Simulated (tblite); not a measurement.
Compound: C4H8GeN2O.
Numbering: `[CH2:1]=[N:2]/[C:3]([CH3:4])=[N:5]\[C:6](=[O:7])[GeH3:8]` (hydrogens: H9, H10 on C1; H11, H12, H13 on C4; H14, H15, H16 on Ge8)

Computed with GFN2-xTB (tblite), gas phase: L-BFGS steps from a force-field or distance-geometry start until the largest atomic force falls under 0.01 eV/Å.

Geometry at step 69:
```
atom  x, y, z in Å
C1     -1.6712    1.8495   -0.7811
N2     -1.3971    0.6212   -0.7034
C3     -0.9483   -0.2466    0.2222
C4     -1.9565   -1.2271    0.7430
N5      0.2987   -0.4103    0.4729
C6      1.2969    0.4512    0.1375
O7      1.2654    1.6507    0.3046
Ge8     2.9723   -0.5658   -0.2907
H9     -1.9025    2.2609   -1.7607
H10    -1.7062    2.5565    0.0629
H11    -1.4557   -2.0476    1.2542
H12    -2.6195   -0.7144    1.4438
H13    -2.5700   -1.6008   -0.0778
H14     3.9569    0.1496   -1.1643
H15     2.7437   -1.9297   -0.8749
H16     3.6854   -0.7884    1.0004
```

**Question.** What forces act on the atoms?

**Answer.** 
```csv
atom,Fx (eV/Å),Fy (eV/Å),Fz (eV/Å)
C1,0.226,-0.713,0.152
N2,-0.200,1.002,-0.075
C3,-0.096,0.089,0.056
C4,-0.061,0.073,0.019
N5,0.035,-0.098,-0.154
C6,-0.026,0.097,0.135
O7,0.109,-0.118,-0.110
Ge8,-0.090,0.032,-0.015
H9,0.028,-0.113,0.118
H10,0.072,-0.400,-0.184
H11,-0.030,0.117,-0.099
H12,0.066,-0.044,-0.027
H13,0.094,-0.024,0.075
H14,-0.086,0.062,-0.001
H15,-0.086,0.074,0.023
H16,0.045,-0.037,0.087
```

The largest, 1.02 eV/Å, acts on N2; the rms over all components is 0.208 eV/Å. The forces sum to zero within rounding, as they must for an isolated molecule in no field.

**Question.** Give the force on N2 in Eh/bohr and in nN.

**Answer.** 1.025 eV/Å ÷ 51.422 = 0.01992 Eh/bohr, and 1.025 eV/Å × 1.602 = 1.64 nN.

**Question.** How far is this geometry from the end of the optimisation?

**Answer.** 0.058 eV above it, and 0.277 Å rms away after alignment. The bonds farthest from their final lengths, with half the difference of the two atoms' forces along the bond (positive lengthens):

```
   bond  now (Å)  final (Å)  force along bond (eV/Å)
 C6–Ge8    2.006      1.987                    +0.01
 C1–H10    1.102      1.089                    -0.03
  C1=N2    1.261      1.252                    -0.89
  C3–C4    1.500      1.492                    -0.01
  N2–C3    1.346      1.352                    +0.36
Ge8–H15    1.501      1.496                    -0.03
```

The angle farthest from its final value is C1–N2–C3, 138.0° against 131.8°.

Of the 2 listed bonds off by 0.010 Å or more, this force points towards the final length in 1.

What follows is the cost of the whole relaxation. The run took 1.6 s on one thread, Arm Neoverse N1 (aarch64), shared host.
